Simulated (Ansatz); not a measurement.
`[CH3][GaH][GeH2][F]` + H–F → `[F][GeH2][F]` + `[CH3][GaH2]`  (cleavage of the Ge–Ga bond)

Program: Ansatz. Geometries: PBE0-D4/def2-TZVP. ΔE: electronic, gas phase. CCSD(T)/CBS is the MP2 limit (def2-TZVPP, def2-QZVPP) plus CCSD(T) − MP2 in def2-TZVPP, frozen cores. This one scheme is used for every species. DFT in def2-TZVPP. B3LYP here is the variant with VWN-RPA as its local correlation; programs differ in this. For Ga, Ge outer-core shells are correlated without core-valence functions, which leaves a few kJ/mol of doubt a bond. Scalar relativity is left out up to krypton. Each species was taken in one conformer, which may not be the lowest.

```tsv
level	ΔE (kcal/mol)
B3LYP-D4	-7.1
ωB97X-V	-9.7
ωB97M-V	-8.6
MP2/def2-TZVPP	-8.1
HF/def2-QZVPP	-15.1
HF/CBS(def2)	-15.2
MP2/CBS(def2)	-6.4
CCSD/CBS(def2)	-6.6
```

**Question.** What does CCSD(T)/CBS give? (An estimate is asked.)

**Answer.** Computed: -6.1 kcal/mol. The listed levels differ from it by -1.0, -3.6, -2.5, -2.0, -9.0, -9.1, -0.3, -0.5 kcal/mol.

Largest T1 diagnostic among the species: 0.012.

The D4 term adds +1.6 kcal/mol with B3LYP and +0.9 kcal/mol with PBE0; it sums over pairs of atoms, weighted by their polarisabilities, and B3LYP, whose exchange is more repulsive, gets the larger term. In def2-TZVPP, CCSD(T) changes the Hartree–Fock value by +6.5 kcal/mol (the triples alone add +0.5 kcal/mol) and MP2 by +6.3 kcal/mol.
